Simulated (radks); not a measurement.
Spherical jellium clusters: N electrons in a uniform positive sphere of charge N and radius rs N^(1/3), rs = 3.83 bohr. Calculated with a radial shooting solver with Libxc functionals: non-relativistic Kohn-Sham, LDA (Slater exchange, Perdew-Wang correlation), spin-polarised, spherical densities. Levels are named by radial order and angular momentum (1s, 1p, 1d, 2s, ...), and open shells are averaged over m.

N = 17, configuration 1s2 1p6 1d(up 5, down 4). This is the lowest configuration that the search found. Occupied and some empty levels:

level    occupation  eigenvalue (eV)  <r> (bohr)
1s up             1          -5.3207       5.966
1s down           1          -5.2553       5.913
1p up             3          -4.3327       7.278
1p down           3          -4.2502       7.272
1d up             5          -3.1576       8.215
1d down           4          -3.0732       8.234
2s up             0          -2.7692       7.028
2s down           0          -2.7282       7.069
1f up             0          -1.8349       9.105
1f down           0          -1.7571       9.148
2p up             0          -1.3521       9.052
2p down           0          -1.3113       9.105

Energy (eV): total -31.0284, kinetic 31.837, external -942.92, Hartree 464.91, exchange-correlation -63.988, background 479.13.
